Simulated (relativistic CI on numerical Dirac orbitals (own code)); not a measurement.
**Slater and spin-orbit integrals, Nd¹¹⁺**

Method of calculation: Dirac-Coulomb-Breit CI, orbitals from a KLI potential per configuration, model QED, unscaled Slater integrals (own radial code, finite nucleus).

Slater integrals F^k, G^k are unscaled and averaged over j, outside the closed core [Kr] 4d10; ζ comes from projecting the Hamiltonian with its Breit term on Σ l·s of the shell.

- 4f 5s2: ζ(4f) = 1126.4 cm⁻¹; <r>(4f) = 0.7747, <r^2>(4f) = 0.7123 (bohr units).
- 5s2 5p: ζ(5p) = 30311 cm⁻¹; <r>(5p) = 1.345, <r^2>(5p) = 2.018 (bohr units).
- 4f 5s 5p: ζ(4f) = 1148.7, G^3(4f,5s) = 30323, F^2(4f,5p) = 63113, G^2(4f,5p) = 26621, G^4(4f,5p) = 22621, G^1(5s,5p) = 102490, ζ(5p) = 29078 cm⁻¹; <r>(4f) = 0.7726, <r^2>(4f) = 0.708, <r>(5s) = 1.257, <r^2>(5s) = 1.757, <r>(5p) = 1.358, <r^2>(5p) = 2.057 (bohr units).

Averages of the first 10 configurations, taken without configuration mixing, which lowers the lowest level and can move excited configurations by several eV; other configurations of the list can lie among them:

```tsv
Configuration	Parity	States	Average energy above the lowest level (eV)
4f 5s2	odd	14	1.4
5s2 5p	odd	6	11.1
4f 5s 5p	even	168	24.4
4f3	odd	364	38.0
4f2 5s	even	182	17.6
5s 5p2	even	30	35.9
4f2 5p	odd	546	42.3
4f 5s 5d	odd	280	61.7
5s2 5d	even	10	50.2
4f2 5d	even	910	77.7
```
